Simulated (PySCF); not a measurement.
# `Cc1ccc(F)cn1`: 4 charge schemes on one density

Species: C6H6FN.
Z-matrix (Å and degrees, GFN2-xTB geometry), rows numbered from 1:
```
C 
C   1  1.4955
C   2  1.3954  1  121.19
C   3  1.3820  2  119.25  1  -180.00
C   4  1.3858  3  117.44  2    -0.02
F   5  1.3480  4  119.86  3  -179.97
C   5  1.3845  4  120.00  3     0.01
N   7  1.3201  5  121.83  4    -0.02
H   1  1.0885  2  110.37  3   -59.62
H   1  1.0885  2  110.34  3    59.65
H   1  1.0854  2  109.41  3  -179.97
H   3  1.0793  2  120.21  1     0.03
H   4  1.0794  3  122.18  2   179.96
H   7  1.0811  5  121.26  4  -179.99
```

Density: PBE0/pcSseg-1 (PySCF); schemes: Mulliken, IAO, Hirshfeld and ESP-fitted. Geometry: GFN2-xTB; no solvent, vibrations or thermal averaging.

Do the Mulliken, IAO, Hirshfeld and ESP-fitted schemes agree on where the charge is lowest?

The schemes don't all agree: Mulliken N8 (-0.425); IAO C1 (-0.437); Hirshfeld N8 (-0.153); ESP-fitted N8 (-0.687).

At which atom do the 4 schemes differ most?

At C2: from 0.000 (Mulliken) to +0.782 e (ESP-fitted), 0.782 e apart.

Which atoms carry the highest charge in the Mulliken, IAO, Hirshfeld and ESP-fitted schemes?

The schemes don't all agree: Mulliken C5 (+0.216); IAO C5 (+0.259); Hirshfeld C5 (+0.079); ESP-fitted C2 (+0.782).

What partial charge does each atom carry?

In e:

```json
{"atom": "C1", "environment": "benzylic-type carbon", "Mulliken": "-0.166", "IAO": "-0.437", "Hirshfeld": "-0.122", "ESP-fitted": "-0.560"}
{"atom": "C2", "environment": "substituted aromatic carbon", "Mulliken": "0.000", "IAO": "+0.139", "Hirshfeld": "+0.068", "ESP-fitted": "+0.782"}
{"atom": "C3", "environment": "aromatic CH carbon", "Mulliken": "-0.102", "IAO": "-0.180", "Hirshfeld": "-0.051", "ESP-fitted": "-0.620"}
{"atom": "C4", "environment": "aromatic CH carbon", "Mulliken": "-0.063", "IAO": "-0.163", "Hirshfeld": "-0.050", "ESP-fitted": "+0.081"}
{"atom": "C5", "environment": "aromatic C–F carbon", "Mulliken": "+0.216", "IAO": "+0.259", "Hirshfeld": "+0.079", "ESP-fitted": "-0.035"}
{"atom": "F6", "environment": "aryl fluorine", "Mulliken": "-0.278", "IAO": "-0.267", "Hirshfeld": "-0.086", "ESP-fitted": "-0.157"}
{"atom": "C7", "environment": "aromatic CH next to a ring nitrogen", "Mulliken": "+0.107", "IAO": "-0.050", "Hirshfeld": "-0.004", "ESP-fitted": "+0.299"}
{"atom": "N8", "environment": "pyridine-type nitrogen", "Mulliken": "-0.425", "IAO": "-0.278", "Hirshfeld": "-0.153", "ESP-fitted": "-0.687"}
{"atom": "H9", "environment": "methyl hydrogen", "Mulliken": "+0.131", "IAO": "+0.153", "Hirshfeld": "+0.048", "ESP-fitted": "+0.139"}
{"atom": "H10", "environment": "methyl hydrogen", "Mulliken": "+0.131", "IAO": "+0.153", "Hirshfeld": "+0.048", "ESP-fitted": "+0.139"}
{"atom": "H11", "environment": "methyl hydrogen", "Mulliken": "+0.133", "IAO": "+0.167", "Hirshfeld": "+0.048", "ESP-fitted": "+0.155"}
{"atom": "H12", "environment": "aromatic hydrogen", "Mulliken": "+0.087", "IAO": "+0.159", "Hirshfeld": "+0.057", "ESP-fitted": "+0.232"}
{"atom": "H13", "environment": "aromatic hydrogen", "Mulliken": "+0.116", "IAO": "+0.173", "Hirshfeld": "+0.063", "ESP-fitted": "+0.143"}
{"atom": "H14", "environment": "aromatic hydrogen", "Mulliken": "+0.115", "IAO": "+0.169", "Hirshfeld": "+0.056", "ESP-fitted": "+0.086"}
```

Mean size of the charges over all atoms: ESP-fitted 0.294 e, IAO 0.196 e, Mulliken 0.148 e, Hirshfeld 0.067 e. Each set sums to the total charge, 0, to within 0.001 e. The Mulliken scheme counts on each atom the diagonal of the density matrix times the overlap matrix over that atom's basis functions. The Hirshfeld scheme weights the molecular density at each point by an atom's share of the summed free-atom densities.

How closely do the schemes follow one another over all atoms?

Correlation coefficient and root-mean-square difference: IAO with Hirshfeld 0.97, 0.144 e; Mulliken with Hirshfeld 0.92, 0.113 e; Mulliken with IAO 0.86, 0.110 e; Hirshfeld with ESP-fitted 0.78, 0.328 e; IAO with ESP-fitted 0.70, 0.278 e; Mulliken with ESP-fitted 0.64, 0.300 e.

How many electrons does the Mulliken scheme count on C1?

Z − q = 6 − (-0.166) = 6.166.
